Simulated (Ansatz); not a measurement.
CH$_{5}$InS, singlet: a trajectory.

in.yaml

```yaml
crystal:
  periodic: [false, false, false]
  atoms:
    - {symbol: In, position_ang: [-0.078496, -0.554135, -0.377134]}
    - {symbol: H, position_ang: [-0.504223, 0.694457, -1.932959]}
    - {symbol: S, position_ang: [-0.479479, -1.985718, -2.128433]}
    - {symbol: H, position_ang: [-0.577199, -0.283376, -2.330493]}
    - {symbol: C, position_ang: [0.356422, 0.406294, 1.462521]}
    - {symbol: H, position_ang: [-0.534358, 0.936100, 1.799391]}
    - {symbol: H, position_ang: [1.164624, 1.119250, 1.301683]}
    - {symbol: H, position_ang: [0.652609, -0.332872, 2.205324]}
basis:
  gaussian: {orbitals: 6-31G}
hamiltonian: {xc: {name: BHLYP}, dispersion: d4}
md: {n_steps: 60, timestep: 0.5, temperature: 300, ensemble: nvt_langevin, seed: 737, friction: 0.002, initial_velocities: maxwell_boltzmann}
```

Run by:

```bash
ansatz run in.yaml --threads 4 --pin off --events-out ev --progress --plain --max-ram 9574MiB
```

The run's output (Ansatz 0.2.0):

```
Functional definition: BHLYP
  name "BHLYP"
  cite "Becke, J. Chem. Phys. 98, 1372 (1993) doi:10.1063/1.464304"
  cite "Becke, Phys. Rev. A 38, 3098 (1988) doi:10.1103/PhysRevA.38.3098"
  cite "Lee, Yang & Parr, Phys. Rev. B 37, 785 (1988) doi:10.1103/PhysRevB.37.785"
  parameter a = 0.5
  exchange = (1 - a)*b88_x + a*exact_x
  correlation = lyp_c
Error: . the basis set 6-31G has no functions for In
```

The run took about 0.1 s on 4 CPU threads of an Intel Xeon (shared host).


The program refused the input.